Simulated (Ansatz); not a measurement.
This geometry of C2H7BOS (12 atoms, charge 0, multiplicity 1) is a first-order saddle point.

Level of theory: RKS PBE-D4/def2-mTZVP (Ansatz 0.2.0).

```xyz
12
Properties=species:S:1:pos:R:3
C -0.908 0.448 1.027
C 0.284 -0.306 0.437
S 1.713 0.904 0.351
B 0.082 -0.832 -1.047
O -0.418 -0.052 -2.047
H -0.683 0.847 2.027
H -1.217 1.298 0.397
H -1.773 -0.225 1.119
H 0.581 -1.108 1.127
H 2.617 0.056 -0.223
H 0.374 -1.956 -1.367
H -0.574 0.872 -1.766
```

(1) Which two structures does it join? (They come from a converged band through this point; their orientation in space is the band's.)

(2) How far does it lie above each of them?

Answers

(1) No bond is made or broken. The dihedral C1–C2–B4–H11 goes from -170 to -68°.

First end point:

```xyz
12
Properties=species:S:1:pos:R:3
C -0.809 0.611 0.987
C 0.278 -0.300 0.428
S 1.851 0.714 0.276
B 0.139 -0.769 -1.074
O -0.758 -0.234 -1.956
H -0.566 0.968 1.998
H -0.964 1.506 0.362
H -1.765 0.068 1.047
H 0.483 -1.120 1.130
H 2.666 -0.316 -0.092
H 0.857 -1.629 -1.516
H -1.335 0.446 -1.556
```

Last end point:

```xyz
12
Properties=species:S:1:pos:R:3
C -1.058 0.299 1.033
C 0.228 -0.225 0.375
S 1.464 1.176 0.349
B -0.076 -0.772 -1.085
O 0.350 -0.121 -2.193
H -0.874 0.642 2.061
H -1.488 1.138 0.466
H -1.814 -0.499 1.067
H 0.645 -1.015 1.020
H 2.567 0.410 0.104
H -0.735 -1.769 -1.245
H 0.868 0.680 -1.918
```

(2) 1.1 kcal/mol above the first and 3.4 kcal/mol above the second. This is the barrier of this one path; another mechanism may lie lower.

Run time: 61 s on 2 threads of INTEL(R) XEON(R) PLATINUM 8581C CPU @ 2.10GHz (Emerald Rapids), on a shared host, peak memory 0.18 GiB.
